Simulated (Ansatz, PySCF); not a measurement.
Reaction R1 + R2 → P1, each structure at its B3LYP-D3(BJ)/def2-TZVP stationary point, reached from a drawn start (curvature not checked).
R1, H2 (SMILES [H][H]) (charge 0, multiplicity 1, Z-matrix in Å and degrees):
```
H
H 1 0.7440
```
R2: C2H6Si (SMILES C1C[SiH2]1), charge 0, multiplicity 1.
P1: C2H8Si (SMILES CC[SiH3]), charge 0, multiplicity 1.

```json
[
 {"level": "SVWN5/def2-TZVPP", "reaction energy (kcal/mol)": "-45.97", "minus CCSD(T)/CBS(cc-pV(T+d)Z, cc-pV(Q+d)Z)": "-0.35"},
 {"level": "PBE/def2-TZVPP", "reaction energy (kcal/mol)": "-42.26", "minus CCSD(T)/CBS(cc-pV(T+d)Z, cc-pV(Q+d)Z)": "3.37"},
 {"level": "PBE-D4/def2-TZVPP", "reaction energy (kcal/mol)": "-42.93", "minus CCSD(T)/CBS(cc-pV(T+d)Z, cc-pV(Q+d)Z)": "2.69"},
 {"level": "BLYP-D4/def2-TZVPP", "reaction energy (kcal/mol)": "-43.47", "minus CCSD(T)/CBS(cc-pV(T+d)Z, cc-pV(Q+d)Z)": "2.16"},
 {"level": "revPBE-D4/def2-TZVPP", "reaction energy (kcal/mol)": "-42.25", "minus CCSD(T)/CBS(cc-pV(T+d)Z, cc-pV(Q+d)Z)": "3.37"},
 {"level": "B3LYP/def2-TZVPP", "reaction energy (kcal/mol)": "-44.97", "minus CCSD(T)/CBS(cc-pV(T+d)Z, cc-pV(Q+d)Z)": "0.66"},
 {"level": "PBE0-D3(BJ)/def2-TZVPP", "reaction energy (kcal/mol)": "-45.89", "minus CCSD(T)/CBS(cc-pV(T+d)Z, cc-pV(Q+d)Z)": "-0.26"},
 {"level": "BHLYP-D3(BJ)/def2-TZVPP", "reaction energy (kcal/mol)": "-49.83", "minus CCSD(T)/CBS(cc-pV(T+d)Z, cc-pV(Q+d)Z)": "-4.20"},
 {"level": "B2PLYP/def2-TZVPP", "reaction energy (kcal/mol)": "-45.45", "minus CCSD(T)/CBS(cc-pV(T+d)Z, cc-pV(Q+d)Z)": "0.18"},
 {"level": "SCS-MP2/cc-pV(T+d)Z", "reaction energy (kcal/mol)": "-46.00", "minus CCSD(T)/CBS(cc-pV(T+d)Z, cc-pV(Q+d)Z)": "-0.37"},
 {"level": "CCSD/cc-pV(D+d)Z", "reaction energy (kcal/mol)": "-49.85", "minus CCSD(T)/CBS(cc-pV(T+d)Z, cc-pV(Q+d)Z)": "-4.22"},
 {"level": "CCSD/cc-pV(Q+d)Z", "reaction energy (kcal/mol)": "-47.10", "minus CCSD(T)/CBS(cc-pV(T+d)Z, cc-pV(Q+d)Z)": "-1.48"},
 {"level": "CCSD(T)/cc-pV(D+d)Z", "reaction energy (kcal/mol)": "-48.88", "minus CCSD(T)/CBS(cc-pV(T+d)Z, cc-pV(Q+d)Z)": "-3.26"},
 {"level": "CCSD(T)/CBS(cc-pV(T+d)Z, cc-pV(Q+d)Z)", "reaction energy (kcal/mol)": "-45.63", "minus CCSD(T)/CBS(cc-pV(T+d)Z, cc-pV(Q+d)Z)": "0.00"}
]
```

 The comparison column counts from a level with limits of its own.

P less R. No zero-point or thermal terms.

Frozen-core correlation throughout. CBS: X⁻³ extrapolation of the correlation energy, Hartree–Fock from the larger set.

Codes used: Ansatz (Gaussian orbitals); PySCF for the D3/D4 terms. No computed number here is a measurement.

Ansatz is a program for electronic structure.
